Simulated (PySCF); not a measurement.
Consider 4'-aminoacetophenone, `CC(=O)c1ccc(N)cc1` (C8H9NO). Atom numbers as in the mapped SMILES `[CH3:1][C:2](=[O:3])[c:4]1[cH:5][cH:6][c:7]([NH2:8])[cH:9][cH:10]1`. These are map numbers, not IUPAC locants.

Computed at ωB97X-D3(BJ)/ma-def2-SVP // PBE0-D3(BJ)/ma-def2-SVP with PySCF (density fitting, grid level 2). Thermal corrections: GFN2-xTB frequencies, unscaled, ideal gas at 298.15 K and 1 bar, quasi-RRHO entropy. These were taken at the GFN2-xTB minima.

Task: Rank these of its positions by gas-phase deprotonation enthalpy, most acidic first.
A. C1 (carbon α to the carbonyl-type group)
B. C6 (aromatic carbon)
C. N8 (aryl amine nitrogen)
D. C5 (aromatic carbon)

Result: C (1490 kJ/mol), A (1549 kJ/mol), B (1643 kJ/mol), D (1678 kJ/mol).

Task: For C6 (aromatic carbon), what are ΔE (electronic) and ΔG(298 K) of the loss of the proton?

Result: ΔE = 1675 and ΔG = 1610 kJ/mol, beside ΔH = 1643 kJ/mol. The product is `CC(=O)c1c[c-]c(N)cc1`.

Task: Of those listed, which site of deprotonation is favoured in dichloromethane (IEF-PCM), and by how much?

Result: N8 (aryl amine nitrogen), by 21 kJ/mol over C1 (carbon α to the carbonyl-type group); the gas phase favours the same one.

Note: ma-def2-SVP is a small basis, whose errors can reach tens of kJ/mol.
